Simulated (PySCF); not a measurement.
BH₄, SMILES [BH4-], charge -1. Geometry: B3LYP-D3(BJ)/def2-TZVPD.

The numbers are results of B3LYP-D3(BJ)/def2-TZVPD run with PySCF, not measurements.

Harmonic wavenumbers (cm⁻¹): 1082, 1082, 1082, 1192, 1192, 2235, 2235, 2235, 2265. Rotational constants (GHz): 122.8, 122.8, 122.8; symmetry number 12.

Q: Work out the zero-point energy and the ideal-gas rigid-rotor harmonic-oscillator thermochemistry at 298.15 K and 1 atm.

A: ZPE = ½ Σ hcν = ½ × 14600 cm⁻¹ = 20.87 kcal/mol. H − E(el) = 23.31 kcal/mol. Entropy in cal/(mol K): translation 34.03, rotation 10.88, vibration 0.29, total 45.20. G − E(el) = 9.84 kcal/mol. Cp = 9.27 cal/(mol K).
